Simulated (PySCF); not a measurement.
# What a mistake does to a calculation on BClGeH4Si

All numbers below are calculated, not measured. The program is PySCF 2.14.0, an open-source quantum chemistry code, run on an isolated molecule that a program drew, which may never have been made. The molecule is BClGeH4Si (charge 0, singlet), drawn as the SMILES string `Cl[Si][BH][GeH3]`.

Each row is a Hartree-Fock (HF) and frozen-core CCSD(T) single point in the cc-pV(D+d)Z basis, meant for a local HF minimum. Run 1 is clean. Each other run has one planted mistake out of seven kinds, and not every kind appears here: one electron removed, one electron added, multiplicity raised by two, geometry at a saddle point, minimal basis STO-3G, one bond length entered in bohr, all coordinates scaled. The reference is restricted for singlets and unrestricted otherwise, and also for a bond in bohr. Adding or removing an electron swaps singlet and doublet. Electrons count all cores. HOMO and LUMO are orbital energies over both spins, the gradient is its largest component, and the lowest frequency (negative if imaginary) is given only where the gradient is small. Bond lengths are over the 7 bonds as drawn. T1 is the CCSD diagnostic: over 0.02 (restricted) or 0.045 (unrestricted) a single reference is doubtful. Germanium has the cc-pVDZ-PP basis, with a core potential (ECP10MDF) in place of its 10 inner electrons, and its 3s, 3p and 3d shells are frozen in CCSD(T).

Geometry of the clean run:
```xyz
8
BClGeH4Si, angstrom
Cl   -3.8652    1.6844    0.3430
Si   -2.7116    1.8895   -1.4385
B    -1.3557    0.5910   -0.6650
Ge   -1.4785   -1.4903   -0.8837
H    -0.4432    1.0057   -0.0015
H    -2.7543   -1.9474   -1.6047
H    -1.4233   -2.1826    0.4824
H    -0.2760   -1.9609   -1.7171
```

| run | electrons | basis functions | <S^2> | HOMO (eV) | LUMO (eV) | gradient (hartree/bohr) | lowest frequency (cm^-1) | mean bond (Å) | longest bond (Å) | T1 | HF (hartree) | CCSD(T) (hartree) | mistake |
|---|---|---|---|---|---|---|---|---|---|---|---|---|---|
| 1 | 72 | 103 | 0.000 | -8.87 | 0.40 | 2.3e-05 | 53 | 1.7237 | 2.132 | 0.0156 | -1068.79576 | -1069.26575 | no fault |
| 2 | 72 | 103 | 2.047 | -7.21 | -0.99 | 3.3e-02 | - | 1.7237 | 2.132 | 0.0275 | -1068.72179 | -1069.19006 | multiplicity raised by two |
| 3 | 71 | 103 | 0.785 | -16.08 | -6.74 | 3.7e-02 | - | 1.7237 | 2.132 | 0.0253 | -1068.50894 | -1068.95970 | one electron removed |
| 4 | 72 | 103 | 1.075 | -8.49 | -0.94 | 1.3e-02 | - | 1.9947 | 4.029 | 0.0374 | -1068.69859 | -1069.14211 | ? |

**Which mistake was planted in run 4, and what did it cost?**

The mean bond changes by a factor of 1.157 and the longest by 1.890, so the molecule wasn't scaled as a whole. A length L in bohr read as angstrom grows by (1/0.5292 - 1) L = 0.890 L. The 7 bonds together grew by 7 x 0.2710 = 1.897 Å, which gives L = 2.132 Å. That is bond Cl1-Si2, 2.132 Å in the clean geometry. So the mistake is: one bond length entered in bohr. Subtracting run 1 and multiplying by 627.51 kcal/mol a hartree, the energy moved by 61.0 kcal/mol in HF and 77.6 kcal/mol in CCSD(T).

